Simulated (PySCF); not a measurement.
Start geometry of `[GeH3][GeH3]` from GFN2-xTB (Å):
```
atom  x, y, z in Å
Ge1   -1.154    0.091   -0.017
Ge2    1.172   -0.117    0.012
H3    -1.861   -0.805   -1.007
H4    -1.597    1.497   -0.395
H5    -1.817   -0.180    1.291
H6     1.622   -1.489    0.379
H7     1.856    0.799    0.997
H8     1.834    0.185   -1.313
```

What comes out of this run: PBE0-D3(BJ)/def2-SVP geometry optimisation, gas phase (PySCF 2.14.0)?

```
atom  x, y, z in Å
Ge1   -1.172    0.139    0.000
Ge2    1.233   -0.124    0.059
H3    -1.795   -0.819   -1.032
H4    -1.534    1.584   -0.390
H5    -1.783   -0.163    1.381
H6     1.616   -1.564    0.443
H7     1.848    0.840    1.090
H8     1.834    0.191   -1.324
```

The energy falls by 16.7 kJ/mol over 4 energy and gradient evaluations, the largest force component goes from 0.0190 to 1.8e-04 Eh/bohr, and the atoms move by 0.067 Å rms after alignment. The bond that changes most is Ge1–Ge2 (both ends germanium bonded to Ge and 3 H), which lengthens by 0.085 Å. Bonds longer at the end by more than 0.005 Å: 7 of 7; shorter: 0. Among the angles that change most is Ge2–Ge1–H3, from 115.0° to 110.5°. Rotational constants go from 43983, 2233, 2233 to 40104, 2095, 2095 MHz. The orientation of the end geometry is arbitrary; only internal coordinates are fixed.

The run used 94 basis functions and 22 SCF cycles in all.

Stationary, but not proved a minimum.
